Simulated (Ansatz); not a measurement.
Species: CuF (charge 0, triplet). The spin state was set by rule; other spins were not relaxed. 
Geometry from a B3LYP-D3(BJ)/def2-TZVP (Ansatz, a quantum-chemistry and plane-wave program) optimisation:
```xyz
2

Cu     0.0000     0.0000    -0.4180
F      0.0000     0.0000     1.3470
```
Charge 0, spin multiplicity 3.

Basis-set convergence of Hartree-Fock and MP2 correlation energies (hartree) with Ansatz. Correlated levels leave the core frozen unless marked. Open shells are spin-unrestricted. Spin-orbit coupling is left out. Frozen are the shells of the preceding noble gas and the d and f shells that filled before the atom's block. Non-relativistic.

```csv
basis,functions,E(HF),"E(corr, MP2)"
def2-SVPD,57,-1738.08129,-0.41279
def2-TZVPPD,107,-1738.43256,-0.64314
def2-QZVPPD,166,-1738.47918,-0.69218
```

Extrapolating the two largest sets (X = 3 and 4) as X^-3: E(corr) = (64·(-0.69218) - 27·(-0.64314))/37 = -0.7280 Eh, an estimate of the basis-set limit. The largest set recovers 95.1 % of it, the smallest 56.7 %.
